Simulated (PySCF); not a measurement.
Molfile (atoms numbered from 1):
```
C5H8Si
     RDKit          3D

 14 13  0  0  0  0  0  0  0  0999 V2000
    3.1020    0.9238   -0.2479 C   0  0  0  0  0  0  0  0  0  0  0  0
    2.2885    0.6974    0.7948 C   0  0  0  0  0  0  0  0  0  0  0  0
    1.0472    0.0074    0.7257 C   0  0  0  0  0  0  0  0  0  0  0  0
   -0.0148   -0.5873    0.6980 C   0  0  0  0  0  0  0  0  0  0  0  0
   -1.3074   -1.2356    0.6316 C   0  0  0  0  0  0  0  0  0  0  0  0
   -2.6557   -0.0310    0.0391 Si  0  0  0  0  0  4  0  0  0  0  0  0
    2.8505    0.5769   -1.2534 H   0  0  0  0  0  0  0  0  0  0  0  0
    4.0421    1.4640   -0.1154 H   0  0  0  0  0  0  0  0  0  0  0  0
    2.5788    1.0638    1.7875 H   0  0  0  0  0  0  0  0  0  0  0  0
   -1.6041   -1.6304    1.6187 H   0  0  0  0  0  0  0  0  0  0  0  0
   -1.2835   -2.0941   -0.0620 H   0  0  0  0  0  0  0  0  0  0  0  0
   -3.9663   -0.7497   -0.0153 H   0  0  0  0  0  0  0  0  0  0  0  0
   -2.3135    0.4757   -1.3217 H   0  0  0  0  0  0  0  0  0  0  0  0
   -2.7603    1.1147    0.9890 H   0  0  0  0  0  0  0  0  0  0  0  0
  1  2  2  0
  2  3  1  0
  3  4  3  0
  4  5  1  0
  5  6  1  0
  1  7  1  0
  1  8  1  0
  2  9  1  0
  5 10  1  0
  5 11  1  0
  6 12  1  0
  6 13  1  0
  6 14  1  0
M  END
```

Geometry: PBE0-D3(BJ)/def2-SVP; GIAO absolute shieldings from PySCF, gas phase, non-relativistic, averaged over equivalent atoms.

At BHandHLYP/pcSseg-1 (149 basis functions, 12 s wall time on 1 thread of an Arm Neoverse V1, shared host):
```csv
atoms,σ (ppm)
C1,48.3
C2,56.2
C4,87.0
C3,101.9
C5,184.4
Si6,419.5
H9,25.63
H7,25.69
H8,25.89
H12/H13/H14,27.61
H10/H11,29.72
```

Question: Estimate the result of repeating the calculation with B97-2/pcSseg-1.

Answer: 
```json
{"atoms": "C1", "σ at B97-2/pcSseg-1": "52.9", "change": "+4.6"}
{"atoms": "C2", "σ at B97-2/pcSseg-1": "60.7", "change": "+4.5"}
{"atoms": "C4", "σ at B97-2/pcSseg-1": "89.3", "change": "+2.3"}
{"atoms": "C3", "σ at B97-2/pcSseg-1": "101.0", "change": "-0.9"}
{"atoms": "C5", "σ at B97-2/pcSseg-1": "182.2", "change": "-2.2"}
{"atoms": "Si6", "σ at B97-2/pcSseg-1": "418.7", "change": "-0.8"}
{"atoms": "H9", "σ at B97-2/pcSseg-1": "25.53", "change": "-0.10"}
{"atoms": "H7", "σ at B97-2/pcSseg-1": "25.64", "change": "-0.05"}
{"atoms": "H8", "σ at B97-2/pcSseg-1": "25.83", "change": "-0.06"}
{"atoms": "H12/H13/H14", "σ at B97-2/pcSseg-1": "27.47", "change": "-0.14"}
{"atoms": "H10/H11", "σ at B97-2/pcSseg-1": "29.51", "change": "-0.21"}
```

The largest change is at C1 (terminal =CH2 carbon). Cost: 149 basis functions, 12 s wall time on 1 thread of an Arm Neoverse V1, shared host. The order of the carbon signals is the same at both levels.
